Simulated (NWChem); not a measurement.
System: C₂H₃BClNO; SMILES CB(Cl)N=C=O

Output (shortened):

```
             Northwest Computational Chemistry Package (NWChem) 7.3.0
             --------------------------------------------------------

                             Geometry "geometry" -> ""
                             -------------------------

 Output coordinates in angstroms (scale by  1.889725989 to convert to a.u.)

  No.       Tag          Charge          X              Y              Z
 ---- ---------------- ---------- -------------- -------------- --------------
    1 B                    5.0000     0.19895035    -0.34217002     0.62792025
    2 Cl                  17.0000     1.81484035    -0.21692202     0.05413525
    3 C                    6.0000    -0.15798465    -1.03561102     1.99847625
    4 H                    1.0000    -0.64892665    -1.99120802     1.81836025
    5 H                    1.0000    -0.86136765    -0.43814402     2.57398825
    6 H                    1.0000     0.71366835    -1.22873102     2.61657925
    7 N                    7.0000    -0.82457465     0.18440598    -0.17492475
    8 C                    6.0000    -1.38042465     0.71506398    -1.08477975
    9 O                    8.0000    -2.00599165     1.21113098    -1.91581675

 Effective nuclear repulsion energy (a.u.)     236.6343725541

                           NWChem Geometry Optimization
                           ----------------------------

 maximum gradient threshold         (gmax) =   0.000450
 rms gradient threshold             (grms) =   0.000300
 maximum cartesian step threshold   (xmax) =   0.001800
 rms cartesian step threshold       (xrms) =   0.001200
 fixed trust radius                (trust) =   0.300000
 source of zmatrix                         =

          -------------------
          Energy Minimization
          -------------------

 Using diagonal initial Hessian

          --------
          Step   0

                                 NWChem DFT Module
                                 -----------------

[...]

      ----------------------
      Optimization converged
      ----------------------

  Step       Energy      Delta E   Gmax     Grms     Xrms     Xmax
  ---- ---------------- -------- -------- -------- -------- --------
@   15    -692.41328735 -3.0D-07  0.00014  0.00005  0.00044  0.00121
                                     ok       ok       ok       ok

                         Geometry "geometry" -> "geometry"
                         ---------------------------------

 Output coordinates in angstroms (scale by  1.889725989 to convert to a.u.)

  No.       Tag          Charge          X              Y              Z
 ---- ---------------- ---------- -------------- -------------- --------------
    1 B                    5.0000     0.22404742    -0.34609943     0.63983384
    2 Cl                  17.0000     1.90805142    -0.26532747     0.10017922
    3 C                    6.0000    -0.15707776    -1.02269439     1.99399245
    4 H                    1.0000    -0.65978640    -1.98150555     1.77334073
    5 H                    1.0000    -0.89259365    -0.41403859     2.54366156
    6 H                    1.0000     0.70635187    -1.23169612     2.63825798
    7 N                    7.0000    -0.76023150     0.20173774    -0.21611775
    8 C                    6.0000    -1.42195696     0.71350580    -1.07353038
    9 O                    8.0000    -2.09861532     1.20393284    -1.88567940

 Effective nuclear repulsion energy (a.u.)     233.3373244633

[...]

 Rotational Constants
 --------------------
 A=   0.167908 cm-1  (  0.241576 K)
 B=   0.051732 cm-1  (  0.074430 K)
 C=   0.039840 cm-1  (  0.057319 K)

 Temperature                      =   298.15K
 frequency scaling parameter      =   1.0000

 Zero-Point correction to Energy  =   35.097 kcal/mol  (  0.055931 au)
 Thermal correction to Energy     =   38.980 kcal/mol  (  0.062118 au)
 Thermal correction to Enthalpy   =   39.572 kcal/mol  (  0.063062 au)

 Total Entropy                    =   81.738 cal/mol-K
   - Translational                =   39.788 cal/mol-K (mol. weight = 102.9996)
   - Rotational                   =   27.923 cal/mol-K (symmetry #  =        1)
   - Vibrational                  =   14.027 cal/mol-K

 Cv (constant volume heat capacity) =   19.808 cal/mol-K
   - Translational                  =    2.979 cal/mol-K
   - Rotational                     =    2.979 cal/mol-K
   - Vibrational                    =   13.849 cal/mol-K

[normal modes left out]

 ----------------------------------------------------------------------------
 Normal Eigenvalue ||           Projected Infra Red Intensities
  Mode   [cm**-1]  || [atomic units] [(debye/angs)**2] [(KM/mol)] [arbitrary]
 ------ ---------- || -------------- ----------------- ---------- -----------
    1      -28.480 ||    0.000586           0.014         0.572       0.058
    2       -0.000 ||    0.000626           0.014         0.610       0.062
    3       -0.000 ||    0.000220           0.005         0.214       0.022
    4       -0.000 ||    0.000129           0.003         0.125       0.013
    5       -0.000 ||    0.000023           0.001         0.022       0.002
    6       -0.000 ||    0.000221           0.005         0.215       0.022
    7        0.000 ||    0.000111           0.003         0.108       0.011
    8       41.028 ||    0.000008           0.000         0.008       0.001
    9      102.705 ||    0.000002           0.000         0.002       0.000
   10      274.253 ||    0.000745           0.017         0.726       0.074
   11      370.958 ||    0.006877           0.159         6.704       0.681
   12      436.001 ||    0.002220           0.051         2.164       0.220
   13      556.790 ||    0.024194           0.558        23.585       2.396
   14      600.610 ||    0.022946           0.529        22.369       2.273
   15      639.265 ||    0.034019           0.785        33.164       3.370
   16      803.140 ||    0.044894           1.036        43.764       4.447
   17      843.579 ||    0.029365           0.677        28.626       2.909
   18     1058.374 ||    0.320597           7.396       312.534      31.757
   19     1128.825 ||    0.163536           3.773       159.423      16.199
   20     1325.208 ||    0.122193           2.819       119.120      12.104
   21     1419.962 ||    0.001955           0.045         1.906       0.194
   22     1432.317 ||    0.007108           0.164         6.929       0.704
   23     1645.440 ||    0.153675           3.545       149.810      15.222
   24     2500.648 ||    1.783506          41.147      1738.650     176.664
   25     3054.224 ||    0.000835           0.019         0.814       0.083
   26     3137.331 ||    0.001612           0.037         1.571       0.160
   27     3191.778 ||    0.003571           0.082         3.481       0.354
 ----------------------------------------------------------------------------

 ===============================================================================
      Negative Nuclear Hessian Mode    1  Eigenvalue =    -28.48 cm**(-1)
 -------------------------------------------------------------------------------
   Raw step length:  0.520 angstroms ;  The Raw step for this mode is:
    1 B                    5.0000     0.00225589    -0.01189326    -0.00506276
    2 Cl                  17.0000     0.00265936     0.01012749     0.00210688
    3 C                    6.0000    -0.00566830    -0.00448321    -0.00322024
    4 H                    1.0000    -0.29719502     0.14533001     0.01845062
    5 H                    1.0000     0.21917377     0.17192246     0.10676716
    6 H                    1.0000     0.01135592    -0.24440351    -0.10507246
    7 N                    7.0000     0.00018941    -0.00816701    -0.00125901
    8 C                    6.0000     0.00048435    -0.00572133     0.00003235
    9 O                    8.0000     0.00055714    -0.00373939     0.00110310

  Geometry after  100.0% step for mode  1; Step length =  0.520 angstroms
   Maximum component (any atom: x,y, or z) displacement:  0.562
    1 B                    5.0000     0.22630330    -0.35799269     0.63477107
    2 Cl                  17.0000     1.91071079    -0.25519998     0.10228610
    3 C                    6.0000    -0.16274606    -1.02717760     1.99077221
    4 H                    1.0000    -0.95698142    -1.83617555     1.79179135
    5 H                    1.0000    -0.67341988    -0.24211613     2.65042873
    6 H                    1.0000     0.71770779    -1.47609963     2.53318552
    7 N                    7.0000    -0.76004209     0.19357072    -0.21737676
    8 C                    6.0000    -1.42147261     0.70778447    -1.07349803
    9 O                    8.0000    -2.09805818     1.20019345    -1.88457630

  Geometry after -100.0% step for mode  1; Step length =  0.520 angstroms
   Maximum component (any atom: x,y, or z) displacement:  0.562
    1 B                    5.0000     0.22179153    -0.33420617     0.64489660
    2 Cl                  17.0000     1.90539206    -0.27545496     0.09807233
    3 C                    6.0000    -0.15140947    -1.01821118     1.99721269
    4 H                    1.0000    -0.36259139    -2.12683556     1.75489011
    5 H                    1.0000    -1.11176742    -0.58596104     2.43689440
    6 H                    1.0000     0.69499595    -0.98729261     2.74333044
    7 N                    7.0000    -0.76042091     0.20990475    -0.21485874
    8 C                    6.0000    -1.42244131     0.71922713    -1.07356273
    9 O                    8.0000    -2.09917246     1.20767223    -1.88678250

  Geometry after   50.0% step for mode  1; Step length =  0.260 angstroms
   Maximum component (any atom: x,y, or z) displacement:  0.281
    1 B                    5.0000     0.22517536    -0.35204606     0.63730245
    2 Cl                  17.0000     1.90938110    -0.26026373     0.10123266
    3 C                    6.0000    -0.15991191    -1.02493600     1.99238233
    4 H                    1.0000    -0.80838391    -1.90884055     1.78256604
    5 H                    1.0000    -0.78300676    -0.32807736     2.59704515
    6 H                    1.0000     0.71202983    -1.35389787     2.58572175
    7 N                    7.0000    -0.76013679     0.19765423    -0.21674726
    8 C                    6.0000    -1.42171479     0.71064514    -1.07351421
    9 O                    8.0000    -2.09833675     1.20206315    -1.88512785

  Geometry after  -50.0% step for mode  1; Step length =  0.260 angstroms
   Maximum component (any atom: x,y, or z) displacement:  0.281
    1 B                    5.0000     0.22291947    -0.34015280     0.64236522
    2 Cl                  17.0000     1.90672174    -0.27039121     0.09912578
    3 C                    6.0000    -0.15424362    -1.02045279     1.99560257
    4 H                    1.0000    -0.51118889    -2.05417056     1.76411542
    5 H                    1.0000    -1.00218053    -0.49999981     2.49027798
    6 H                    1.0000     0.70067391    -1.10949436     2.69079421
    7 N                    7.0000    -0.76032620     0.20582124    -0.21548824
    8 C                    6.0000    -1.42219913     0.71636646    -1.07354655
    9 O                    8.0000    -2.09889389     1.20580254    -1.88623095

  Geometry after   35.6% step for mode  1; Step length =  0.185 angstroms
   Maximum component (any atom: x,y, or z) displacement:  0.200
    1 B                    5.0000     0.22485077    -0.35033479     0.63803091
    2 Cl                  17.0000     1.90899846    -0.26172093     0.10092951
    3 C                    6.0000    -0.15909633    -1.02429093     1.99284568
    4 H                    1.0000    -0.76562185    -1.92975143     1.77991126
    5 H                    1.0000    -0.81454269    -0.35281451     2.58168290
    6 H                    1.0000     0.71039588    -1.31873175     2.60084016
    7 N                    7.0000    -0.76016405     0.19882934    -0.21656610
    8 C                    6.0000    -1.42178448     0.71146835    -1.07351886
    9 O                    8.0000    -2.09841691     1.20260119    -1.88528657

  Geometry after  -35.6% step for mode  1; Step length =  0.185 angstroms
   Maximum component (any atom: x,y, or z) displacement:  0.200
    1 B                    5.0000     0.22324406    -0.34186407     0.64163676
    2 Cl                  17.0000     1.90710438    -0.26893401     0.09942893
    3 C                    6.0000    -0.15505920    -1.02109786     1.99513922
    4 H                    1.0000    -0.55395095    -2.03325968     1.76677020
    5 H                    1.0000    -0.97064460    -0.47526266     2.50564023
    6 H                    1.0000     0.70230786    -1.14466049     2.67567581
    7 N                    7.0000    -0.76029895     0.20464613    -0.21566940
    8 C                    6.0000    -1.42212944     0.71554325    -1.07354190
    9 O                    8.0000    -2.09881373     1.20526449    -1.88607223

  Geometry after   17.8% step for mode  1; Step length =  0.093 angstroms
   Maximum component (any atom: x,y, or z) displacement:  0.100
    1 B                    5.0000     0.22444909    -0.34821711     0.63893237
    2 Cl                  17.0000     1.90852494    -0.26352420     0.10055436
    3 C                    6.0000    -0.15808705    -1.02349266     1.99341906
    4 H                    1.0000    -0.71270413    -1.95562849     1.77662600
    5 H                    1.0000    -0.85356817    -0.38342655     2.56267223
    6 H                    1.0000     0.70837387    -1.27521393     2.61954907
    7 N                    7.0000    -0.76019777     0.20028354    -0.21634193
    8 C                    6.0000    -1.42187072     0.71248708    -1.07352462
    9 O                    8.0000    -2.09851612     1.20326702    -1.88548298

  Geometry after  -17.8% step for mode  1; Step length =  0.093 angstroms
   Maximum component (any atom: x,y, or z) displacement:  0.100
    1 B                    5.0000     0.22364574    -0.34398175     0.64073530
    2 Cl                  17.0000     1.90757790    -0.26713074     0.09980407
    3 C                    6.0000    -0.15606848    -1.02189612     1.99456584
    4 H                    1.0000    -0.60686868    -2.00738262     1.77005546
    5 H                    1.0000    -0.93161912    -0.44465062     2.52465090
    6 H                    1.0000     0.70432987    -1.18817830     2.65696689
    7 N                    7.0000    -0.76026522     0.20319193    -0.21589357
    8 C                    6.0000    -1.42204320     0.71452452    -1.07353614
    9 O                    8.0000    -2.09871452     1.20459867    -1.88587581
```

Level: PBE0/def2-SVP. The optimisation ended at a saddle point (imaginary frequency).

Problem. Write an input that gives this output.

Solution. One answer among several that fit: the input that was run:
```
start job
memory heap 200 mb stack 900 mb global 1100 mb
geometry units angstroms noautosym noautoz
  B      0.164417    -0.371531     0.689437
  Cl     1.780307    -0.246283     0.115652
  C     -0.192518    -1.064972     2.059993
  H     -0.683460    -2.020569     1.879877
  H     -0.895901    -0.467505     2.635505
  H      0.679135    -1.258092     2.678096
  N     -0.859108     0.155045    -0.113408
  C     -1.414958     0.685703    -1.023263
  O     -2.040525     1.181770    -1.854300
end
basis spherical
  * library def2-svp
end
dft
  xc pbe0
  iterations 150
end
driver
  maxiter 120
end
task dft optimize
task dft freq
```
